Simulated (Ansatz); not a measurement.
`N[SiH2]CBO` and `N[SiH2]CBS` differ in one atom or group.

Ansatz, PBE0-D4/def2-TZVP geometries, multiplicity 1. Each molecule was computed in one conformer, which needn't be the lowest.

| property | `N[SiH2]CBO` |
| --- | --- |
| LUMO energy (PBE0/def2-TZVPP) / eV | -0.13 |
| size of the dipole moment (ωB97M-V/def2-TZVPP) / D | 2.15 |
| LUMO energy (PBE/def2-TZVPP) / eV | -1.05 |
| HOMO–LUMO gap (PBE0/def2-TZVPP) / eV | 7.06 |
| HOMO energy (B3LYP/def2-TZVPP) / eV | -6.97 |
| HOMO energy (PBE0/def2-TZVPP) / eV | -7.20 |

(1) What does the change do to each property? (An estimate is asked.)

## Answers

(1) Computed: 
| property | `N[SiH2]CBS` | shift |
| --- | --- | --- |
| LUMO energy (PBE0/def2-TZVPP) / eV | -0.91 | -0.78 |
| size of the dipole moment (ωB97M-V/def2-TZVPP) / D | 1.28 | -0.87 |
| LUMO energy (PBE/def2-TZVPP) / eV | -1.82 | -0.77 |
| HOMO–LUMO gap (PBE0/def2-TZVPP) / eV | 6.54 | -0.52 |
| HOMO energy (B3LYP/def2-TZVPP) / eV | -7.23 | -0.26 |
| HOMO energy (PBE0/def2-TZVPP) / eV | -7.46 | -0.26 |

With PBE0 the HOMO falls by 0.26 eV and the LUMO falls by 0.78 eV, so the gap narrows by about 0.52 eV. PBE moves the HOMO by -0.26 eV and ωB97M-V by -0.26 eV. Dipoles are sizes alone; their direction can turn.

Positive LUMOs are unbound, so they and the gaps depend on the basis.

B3LYP here is the variant with VWN-RPA as its local correlation; programs differ in this.
